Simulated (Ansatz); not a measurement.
Total energies of CH2F2SSi (`F[Si]1(F)CS1`).

| atom | x (Å) | y (Å) | z (Å) |
| --- | --- | --- | --- |
| F1 | 1.082 | 1.359 | -1.280 |
| Si2 | 0.213 | 0.816 | -0.083 |
| F3 | 0.560 | 1.742 | 1.145 |
| C4 | -0.115 | -0.946 | 0.125 |
| S5 | -1.668 | 0.081 | -0.372 |
| H6 | -0.225 | -1.387 | 1.111 |
| H7 | 0.153 | -1.664 | -0.645 |

Total charge 0; spin multiplicity 1. All single points use the PBE0-D4/def2-TZVP geometry. Basis def2-TZVPP, Ansatz.

RPA on PBE orbitals: Hartree–Fock energy of these orbitals -924.57564 Eh, correlation -1.47262 Eh (frozen core).

```csv
functional,energy without D4 (Eh),D4 term (kJ/mol)
r2SCAN,-926.79195,-3.9
B97M-V,-926.70380,–
B3LYP,-926.97893,-28.4
r2SCANh,-926.77561,-4.2
BHLYP,-926.84727,-22.7
LC-ωPBE,-926.60147,–
ωB97X-V,-926.75857,–
ωB97M-V,-926.84582,–
B2PLYP,-926.56249,–
PBE-QIDH,-926.25174,–
```

Task: Give the same for LDA (SPW92), PBE, revPBE, BLYP, PBE0, r2SCAN0, HSE06 (plane-wave form), CAM-B3LYP. (Estimate.)

Result: The calculation gave: 
```
             functional  energy without D4 (Eh)  D4 term (kJ/mol)
            LDA (SPW92)              -922.79730                 –
                    PBE              -926.38522             -17.3
                 revPBE              -926.72601             -51.1
                   BLYP              -926.90713             -38.6
                   PBE0              -926.44811             -14.5
                r2SCAN0              -926.75232              -4.6
HSE06 (plane-wave form)              -926.42427             -13.5
              CAM-B3LYP              -926.89565             -14.8
```

B3LYP takes the VWN-RPA correlation (the form of Gaussian; ORCA's B3LYP/G). HSE06 is the plane-wave form, built on full-range PBE exchange. The double hybrids freeze the cores in their second-order part.

LC-ωPBE has ω = 0.4 bohr⁻¹.
